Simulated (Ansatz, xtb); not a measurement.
# Relative energy of two isomers of C4H2FN3

We compare I, `N#Cc1cc(F)n[nH]1`, a singlet, with II, `N#Cc1c[nH]nc1F`, a singlet. Both are isolated molecules in the gas phase, relaxed with PBE0-D3(BJ)/def2-SVP.

Energies in hartree; the thermal terms are from GFN2-xTB frequencies at re-optimised GFN2-xTB minima (ideal gas, soft modes damped towards free rotors, one conformer each, 298.15 K, 1 atm) and include the zero-point energy:

|  | I | II |
| --- | --- | --- |
| E, CCSD(T)/def2-SVP | −416.277693 | −416.281966 |
| E, MP2/def2-SVP | −416.215150 | −416.217367 |
| E, MP2/def2-TZVPP | −416.977183 | −416.978009 |
| zero-point energy | 0.059948 | 0.060100 |
| H(298 K) − E | 0.067218 | 0.067347 |
| G(298 K) − E | 0.029227 | 0.029364 |

Problem. Correct the CCSD(T) difference for the basis set by the MP2 change, then work out ΔE, ΔE₀, ΔH and ΔG for I → II in kJ/mol (1 Eh = 2625.50 kJ/mol) and the equilibrium ratio [II]/[I].

Solution. 1. Differences II − I: CCSD(T) −0.004273, MP2 in the small set −0.002217, MP2 in the large set −0.000826 Eh.
2. ΔE = −0.004273 + (−0.000826 − (−0.002217)) = −0.002882 Eh = −7.57 kJ/mol.
3. ΔE₀ = ΔE + ΔZPE = −0.002882 + (+0.000152) Eh = −7.17 kJ/mol.
4. ΔH = ΔE + (+0.000129) Eh = −7.23 kJ/mol.
5. ΔG = ΔE + (+0.000137) Eh = −7.21 kJ/mol, so ΔS = (ΔH − ΔG)/T = −0.1 J/(mol K).
6. kT = 0.9442 mEh, so K = [II]/[I] = exp(−ΔG/kT) = exp(+2.91) ≈ 18.

Structure II is favoured at this temperature. An error of 4 kJ/mol in ΔG would change K by a factor of 5. Mirror images and further conformers aren't counted.

As drawn, both hold the same kinds of bond in the same numbers.

Other levels gave ΔE = −1.2 (GFN2-xTB); −12.7 (HF/STO-3G, GFN2-xTB geometries); −6.8 (r2SCAN-D4/def2-SVP, GFN2-xTB geometries); −9.0 (PBE0-D3(BJ)/def2-SVP); −19.0 (HF/def2-SVP); −5.8 (MP2/def2-SVP); −11.2 (CCSD(T)/def2-SVP) kJ/mol. The correlated steps freeze 8 core orbitals. Programs: Ansatz 0.2.0, xtb 6.7.1.
